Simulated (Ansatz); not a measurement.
Job for Ansatz (an electronic-structure program): R-PBE0/def2-TZVPPD on H2Se (SMILES [SeH2]) with ghost functions, monomers drawn apart or pushed together. Files ending in .json are basis or fitting sets from the Basis Set Exchange.

Ansatz 0.2 input:
```yaml
crystal:
  periodic: [false, false, false]
  atoms:
    - {symbol: Se, position_ang: [-0.25450973, -1.32026412, 6.90068102]}
    - {symbol: H, position_ang: [-0.45728239, -0.30950568, 7.94984356]}
    - {symbol: H, position_ang: [1.10460561, -0.82601651, 6.63831488]}
basis:
  gaussian:
    orbitals: def2-TZVPPD.json
    ghost_atoms:
      - {symbol: Ge, position_ang: [0.11057783, 0.05083799, -0.08422467]}
      - {symbol: H, position_ang: [-1.40387662, 0.02942135, 0.15658022]}
      - {symbol: H, position_ang: [0.39073553, 0.12046956, -1.59506055]}
      - {symbol: H, position_ang: [0.74358985, -1.22941606, 0.48266219]}
      - {symbol: H, position_ang: [0.73231329, 1.27433504, 0.60332693]}
hamiltonian:
  xc: {name: PBE0}
scf: {lower_state_search: off}
```

The head of its log:

```
Functional definition: PBE0
[...]
these checks for a lower state are left out or cut short: stability, starts, cluster_reference, orbital_swaps, neighbouring_geometries, increment
integrals: 0.12 GiB planned
1147 factors; their error is unknown
mean field: 0.90 GiB planned
mean field evaluation 1: about -65373.8898 eV, gradient 8.4e0 eV
mean field evaluation 2: about -65374.0128 eV, gradient 4.5e0 eV
```

Question: What total energy does the run end on?

Answer: -2402.4636 hartree.
